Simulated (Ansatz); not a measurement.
A structure relaxed at PBE0-D4/def2-SVPD in Ansatz, charge -1, singlet:

```xyz
6

Ta   -0.449   -1.307    1.992
Pt    0.243    1.474    0.308
Pt   -0.026    0.831    2.801
Pt    0.511   -1.252   -2.637
Pt   -0.024    1.178   -2.232
Pt   -0.256   -0.924   -0.232
```

(1) Give its formula.

(2) Summarise the bond lengths by kind (pairs closer than 1.2 times the sum of covalent radii, bridged metal pairs left out).

Results:

(1) the cluster TaPt5⁻.

(2) 6 × Pt–Pt 2.51 to 2.91 Å; 3 × Pt–Ta 2.26 to 3.32 Å.

In the def2 sets Pt, Ta take a core potential; there is no spin–orbit coupling. The restricted singlet is unstable towards broken spin symmetry at other levels; at PBE0-D4/def2-SVPD this wasn't settled. The relaxation made no stability test and no search for a lower SCF solution. No other spin state of charge -1 was run. Another isomer (singlet) lies 0.08 eV lower at PBE-D4/def2-TZVPD; other spin states weren't run for this one.
